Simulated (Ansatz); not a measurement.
Consider the formal exchange of groups at the Se–C bond: `O=CC([SiH3])[SeH]` + `[Cl][SnH2][Cl]` → `[Cl][SnH]([Cl])[SeH]` + `O=CC[SiH3]`.

Gas-phase electronic energies from Ansatz, PBE0-D4/def2-TZVP geometries. CCSD(T)/CBS is the MP2 limit (def2-TZVPP, def2-QZVPP) plus CCSD(T) − MP2 in def2-TZVPP, frozen cores. DFT in def2-TZVPP. B3LYP here is the variant with VWN-RPA as its local correlation; programs differ in this. Elements past krypton have def2 core potentials. For Se, Sn outer-core shells are correlated without core-valence functions, which leaves a few kJ/mol of doubt a bond. Scalar relativity is left out up to krypton. Each species was taken in one conformer, which may not be the lowest.

(1) Is it downhill or uphill in electronic energy at CCSD(T)/CBS, and by how much? (Estimate.)

(2) What do these levels give: PBE-D4, r2SCAN-D4, B3LYP-D4, ωB97M-V, PBE, r2SCAN, B3LYP, HF/def2-TZVPP, SCS-MP2/def2-TZVPP, CCSD(T)/def2-TZVPP, SCS-MP2/def2-QZVPP, HF/CBS(def2)? (Estimate.)

Largest T1 diagnostic among the species: 0.014.

Answers

(1) Ansatz gave: Downhill: ΔE = -1.28 eV.

(2) The calculation gave: PBE-D4 -1.18, r2SCAN-D4 -1.24, B3LYP-D4 -1.27, ωB97M-V -1.25, PBE -1.21, r2SCAN -1.24, B3LYP -1.31, HF/def2-TZVPP -1.45, SCS-MP2/def2-TZVPP -1.21, CCSD(T)/def2-TZVPP -1.19, SCS-MP2/def2-QZVPP -1.26, HF/CBS(def2) -1.46 eV.

From PBE to PBE0 (25 % exact exchange), in def2-TZVPP and without D4, ΔE moves by −0.05 eV. In def2-TZVPP, CCSD(T) changes the Hartree–Fock value by +0.26 eV (the triples alone add +0.04 eV) and MP2 by +0.25 eV. The D4 term adds +0.04 eV with B3LYP and +0.02 eV with PBE0; it sums over pairs of atoms, weighted by their polarisabilities, and B3LYP, whose exchange is more repulsive, gets the larger term.
